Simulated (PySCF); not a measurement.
Ionisation energy of Ru²⁴⁺ by level of theory

Ru²⁴⁺ [Ar] 3d2 (3F) → Ru²⁵⁺ [Ar] 3d1 (2D), as a difference of total energies. Computed with PySCF 2.14 in an even-tempered Gaussian basis (18 s from 2.9 bohr⁻², ratio 2.5; 12 p from 3.8 bohr⁻², ratio 2.5; 8 d from 3.8 bohr⁻², ratio 2.5; 4 f from 13 bohr⁻², ratio 2.7; 3 g from 20 bohr⁻², ratio 2.7), with scalar relativity by spin-free X2C-1e. Correlated levels: outer shells: [Ne] frozen; virtual orbitals above 40 to 60 times the deepest correlated orbital energy dropped. The calculations carry no spin-orbit coupling.

```json
{"method": "UHF", "ionisation energy (eV)": "1184.6"}
{"method": "PBE", "ionisation energy (eV)": "1184.9"}
{"method": "PBE0", "ionisation energy (eV)": "1185.1"}
{"method": "PBEsol", "ionisation energy (eV)": "1184.4"}
{"method": "BHandHLYP", "ionisation energy (eV)": "1185.5"}
{"method": "MP2 (outer shells)", "ionisation energy (eV)": "1184.5"}
{"method": "SCS-MP2 (outer shells)", "ionisation energy (eV)": "1184.4"}
```

Question: Estimate what r2SCAN gives.

Answer: 1186.1 eV, closest to BHandHLYP among the rows shown.

Question: Estimate what LDA gives.

Answer: 1184.5 eV, closest to MP2 (outer shells) among the rows shown.

A first-order spin-orbit estimate (lowest level to lowest level, LS coupling) adds 1.016 eV.

Breit and QED terms and the two-electron picture change are absent.

For comparison: 1187 ± 4 eV (theoretical estimate listed by NIST; NIST Atomic Spectra Database, ionization energies).
